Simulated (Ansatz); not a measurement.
Geometry optimisation, UKS B3LYP/def2-mTZVP in Ansatz 0.2.0.

The input (input.yaml):

```yaml
crystal:
  periodic: [false, false, false]
  atoms:
    - { symbol: "N", position_ang: [0.8619, -1.582, 1.7176] }
    - { symbol: C, position_ang: [0.5224, -0.8831, 0.7967] }
    - { symbol: Sn, position_ang: [-0.0267, 0.3097, -0.8594] }
    - { symbol: H, position_ang: [-0.38053, -0.31749, 1.02672] }
    - { symbol: H, position_ang: [0.3105, 1.9831, -0.4838] }
magnetization:
  spin_polarized: true
  initial_magnetization: 1
basis:
  gaussian: { orbitals: def2-mTZVP }
hamiltonian:
  xc: b3lyp
relax:
  f_tol: 0.02
  max_steps: 50
```

Launched with:

```bash
$ ansatz run input.yaml --threads 2 --pin off --max-ram 3072MiB --backend cpu --events-out ev --progress --plain --runs-dir out
```

Question: Where does it end, and by what steps?

Answer: It converged. After 39 steps the energy has fallen by 1.719 eV; H4 moved furthest, 1.77 Å. Parted: C2–Sn3, Sn3–H4. Joined: N1–Sn3.

```tsv
step	energy less start (eV)	largest force component (eV/Å)	accepted
0	0.0000	3.260	yes
2	-0.7310	1.906	yes
4	-0.8507	0.326	yes
6	-0.9057	4.005	no
8	-1.1223	0.896	yes
10	-1.2629	2.513	yes
12	-1.3996	0.189	yes
14	-1.4051	0.072	yes
16	-1.4076	0.110	yes
18	-1.4089	0.702	no
20	-1.4156	0.400	yes
22	-1.4205	0.250	yes
24	-1.4246	0.972	no
26	-1.4303	0.090	yes
28	-1.4425	0.630	yes
30	-1.4833	2.662	yes
32	-1.6509	0.983	yes
34	-1.6894	0.597	yes
36	-1.7179	0.034	yes
38	-1.7190	0.026	yes
39	-1.7190	0.005	yes
```

```xyz
5
Properties=species:S:1:pos:R:3
N 0.261 -0.458 0.588
C -0.139 -0.900 1.572
Sn 1.146 0.291 -1.497
H -0.509 -1.307 2.486
H 0.529 1.884 -0.951
```

Time of the run: 92 s on 2 threads of Intel(R) Xeon(R) Platinum 8488C (Sapphire Rapids), with other jobs on the host, peak memory 0.22 GiB.
